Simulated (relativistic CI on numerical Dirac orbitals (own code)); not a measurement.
## Os41+: q coefficients and field-shift factors

Method of calculation: Dirac-Coulomb-Breit CI, separate exchange-only KLI orbitals for each configuration, derivatives by finite differences, unscaled Slater integrals, QED left out (own radial code, finite nucleus).

Configurations in the expansion (outside the closed core [Ar] 3d10): 4s2.4p5, 4s.4p6, 4s2.4p4.4d, 4s.4p5.4d, 4s2.4p4.4f, 4s.4p5.4f. Double excitations out of closed p, d and f shells are left out; levels of such configurations are missing from the list, as are those of other unlisted configurations, and high levels can miss mixing partners.

With x = (α/α₀)² − 1 an excitation energy changes as ω = ω₀ + qx; K = 2q/ω₀ is the relative enhancement. Terms are leading LS components, so labels can repeat. The field-shift factor is F = δν/δ⟨r²⟩ for the transition from the lowest level.

Lowest level 4s2.4p5 2P°_3/2.

```csv
Level,ω₀ (cm⁻¹),q (cm⁻¹),F (GHz/fm²)
4s2.4p5 2P°_1/2,864538,1.062e+06,-174
4s2.4p4.4d 4D_3/2,1275661,55750,16.6
4s2.4p4.4d 4D_5/2,1295529,67900,16.2
4s2.4p4.4d 4P_1/2,1298784,80290,-34.5
4s2.4p4.4d 2F_7/2,1316407,57470,15.6
4s2.4p4.4d 2D_3/2,1389420,65680,16.7
4s2.4p4.4d 2F_7/2,1463491,241600,20.5
4s2.4p4.4d 4F_9/2,1471214,240000,20.3
4s2.4p4.4d 2P_1/2,1482032,355800,-276
4s2.4p4.4d 2D_5/2,1587937,246100,22.6
4s2.4p4.4d 2D_3/2,1632891,269300,17
4s2.4p4.4d 2D_5/2,1659998,281100,12.4
4s.4p6 2S_1/2,1815420,1.084e+06,-1900
4s2.4p4.4d 4D_1/2,2095671,1.118e+06,-162
4s2.4p4.4d 4D_3/2,2138144,1.121e+06,-155
4s2.4p4.4d 4F_5/2,2173860,1.111e+06,-155
4s2.4p4.4d 2G_7/2,2181815,1.114e+06,-157
4s2.4p4.4d 4D_7/2,2304205,1.301e+06,-150
4s2.4p4.4d 2P_3/2,2335069,1.215e+06,-148
4s2.4p4.4d 2D_5/2,2347316,1.087e+06,-145
4s2.4p4.4d 2P_3/2,2353307,1.192e+06,-148
4s2.4p4.4d 2S_1/2,2356912,1.118e+06,-420
4s2.4p4.4d 2G_9/2,2358262,1.303e+06,-152
```

At this charge energies of transitions that change n are usually good to better than 1 %, and those within a shell (Δn = 0) to a few per cent.

Problem. Which transition from the lowest level has the largest |K|?

Solution. 4s2.4p5 2P°_1/2 at 864538 cm⁻¹, K = 2.46.
